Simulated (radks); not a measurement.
Values are calculated unless marked as measured or tabulated.
Ir VI, configuration [Xe] 4f14 5d4 (the NIST ground configuration).

Level of theory: scalar-relativistic Kohn-Sham, PBE, spin-polarised, spherical densities, point nucleus; open shells are filled with parallel spins first (spin-orbit coupling, left out, can overturn this in heavy ions) (a radial shooting solver on a logarithmic mesh with Libxc functionals).

Energy parts (eV):
total: -484956.90
kinetic: 539326.33
electron-nucleus: -1198944.78
Hartree: 184025.55
exchange-correlation: -9364.00

Orbitals (lengths in bohr, moments of r in powers of bohr; r(max) is where P^2 peaks):
orbital  occ.  eigenvalue (eV)   r(max)   <1/r>      <r>
1s up       1        -76203.31  0.01082   92.25  0.01743
1s down     1        -76203.31  0.01082   92.25  0.01743
2s up       1        -13383.78  0.06228   21.60  0.07360
2s down     1        -13383.45  0.06228   21.60  0.07360
2p up       3        -11633.95  0.05138   19.36  0.06624
2p down     3        -11633.69  0.05138   19.36  0.06624
3s up       1        -3179.531   0.1756   8.006   0.1904
3s down     1        -3179.418   0.1756   8.006   0.1904
3p up       3        -2667.985   0.1745   7.338   0.1913
3p down     3        -2667.857   0.1745   7.338   0.1913
3d up       5        -2105.539   0.1421   6.918   0.1733
3d down     5        -2105.308   0.1421   6.918   0.1733
4s up       1        -728.8087   0.3971   3.419   0.4232
4s down     1        -728.4984   0.3972   3.419   0.4233
4p up       3        -561.0487   0.4174   3.095   0.4505
4p down     3        -560.7602   0.4175   3.095   0.4505
4d up       5        -355.1888   0.4262   2.766   0.4784
4d down     5        -354.8486   0.4262   2.767   0.4781
4f up       7        -126.3675   0.3949   2.317   0.5344
4f down     7        -125.8106   0.3948   2.325   0.5314
5s up       1        -162.0191   0.8899   1.386   0.9705
5s down     1        -159.4570   0.8854   1.398   0.9640
5p up       3        -117.9943   0.9983   1.190    1.107
5p down     3        -114.7914   0.9912   1.201    1.100
5d up       4         -66.4653    1.231  0.9025    1.424
5d down     0         -62.7849    1.222  0.9031    1.429

The highest occupied level is 5d up at -66.465 eV. For comparison, the ionisation energy in NIST's Atomic Spectra Database is 72 eV (theoretical). In exact Kohn-Sham theory the highest level is minus the ionisation energy, but local and semilocal functionals leave it too shallow, through self-interaction and a potential that decays too fast; potentials with the right tail come closer. The density falls to 0.001 e/bohr^3 at r = 2.97 bohr. Spin moment in Bohr magnetons: 4.
